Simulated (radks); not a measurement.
The mean radii <r> (bohr) of the occupied orbitals of an atom or ion are listed with their occupations. All-electron calculation, scalar-relativistic Kohn-Sham, BLYP, spin-polarised, spherical densities, finite nucleus; Fermi nuclear charge, rms radius of each element as measured or else 0.836 A^(1/3) + 0.57 fm. Program: a radial shooting solver on a logarithmic mesh with Libxc functionals.

| orbital | occ. | <r> |
|---|---|---|
| 1s up | 1 | 0.03111 |
| 1s down | 1 | 0.03111 |
| 2s up | 1 | 0.1349 |
| 2s down | 1 | 0.1349 |
| 2p up | 3 | 0.1177 |
| 2p down | 3 | 0.1176 |
| 3s up | 1 | 0.3683 |
| 3s down | 1 | 0.3681 |
| 3p up | 3 | 0.3672 |
| 3p down | 3 | 0.3669 |
| 3d up | 5 | 0.3450 |
| 3d down | 5 | 0.3446 |
| 4s up | 1 | 0.8774 |
| 4p up | 3 | 0.9372 |
| 4p down | 3 | 0.9404 |
| 4d up | 5 | 1.074 |

Name the element and its charge. Open shells, if any, are filled with parallel spins first.

Answer. Z = 47, silver, charge +7: Ag7+ in [Ar] 3d10 4s1 4p6 4d5. The 1s radius gives Z: for a bare nucleus <r> = (2 gamma + 1)/(2Z) with gamma = sqrt(1 - (Z/c)^2), 0.03062 bohr for Z = 47, and screening makes it slightly larger (0.03111 here). The occupations add up to 40, and the charge is Z minus that.
